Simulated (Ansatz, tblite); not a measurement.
Forces on the cluster Mo3⁻ at its PBE-D4/def2-TZVPD geometry. The state is a doublet with charge -1.

In the def2 sets Mo takes a core potential; there is no spin–orbit coupling. The xTB rows come from tblite. At PBE0-D4/def2-TZVPD the charge -1 doublet is spin-contaminated (final ⟨S²⟩ up to 1.92, 0.75 for a pure state). At PBE0-D4/def2-TZVPD the highest occupied level of the charge -1 doublet lies above zero (up to 0.05 eV). Its loss leaves the charge 0 singlet, which lies 1.57 eV higher (vertical, at PBE0-D4/def2-TZVPD), but this difference is unsure: the singlet is doubtful (geometry relaxed on an unsound state). The geometry of the doublet was relaxed on an unsound state (⟨S²⟩ 1.14, where a pure state has 0.75). The structure comes from a short search, and lower isomers may exist.

GFN1-xTB (tblite), largest force 33.87 eV/Å:

```xyz
3
positions Å, forces eV/Å
Mo    0.577    1.106   -0.366    8.331   23.029  -10.893
Mo   -1.065   -0.460   -0.586  -21.566   -5.506  -14.889
Mo    0.489   -0.646    0.952   13.235  -17.523   25.782
```

GFN2-xTB (tblite), largest force 21.58 eV/Å:

```
Mo 4.960 14.341 -6.987
Mo -13.391 -3.176 -9.438
Mo 8.431 -11.164 16.425
```

PBE0-D4/def2-TZVPD (Ansatz), largest force 0.70 eV/Å:

```
Mo -0.440 -0.543 0.039
Mo 0.549 0.399 0.173
Mo -0.109 0.144 -0.212
```
